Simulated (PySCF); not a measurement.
Gas-phase thermal properties of GaF

Method: PySCF energies (xtb for GFN2) plus ideal-gas RRHO corrections (1 bar). 6-31G* has spherical d functions here. All species are closed-shell singlets. B3LYP is the form with VWN-RPA correlation. Ga: all electrons, no relativistic terms. The harmonic model lacks anharmonicity and excited electronic states, which grow with temperature; levels with a mode under 35 cm⁻¹ are left out.

```csv
level,point group,σ,ZPE (kJ/mol),S°298 (J/mol/K),Cp298 (J/mol/K),S°1000 (J/mol/K),H1000 − H298 (kJ/mol)
B3LYP/6-31G*,C∞v,1,3.8,227.7,33.1,270.6,25.1
GFN2-xTB,C∞v,1,2.5,230.0,35.1,274.2,25.7
HF/6-31G*,C∞v,1,4.0,227.2,32.8,269.9,25.0
PBE/def2-SVP,C∞v,1,3.8,227.9,33.1,270.8,25.1
PBE0/def2-TZVP,C∞v,1,3.7,227.9,33.3,270.9,25.2
```
σ: rotational symmetry number. Electronic degeneracy used: 1. Frequencies are unscaled.
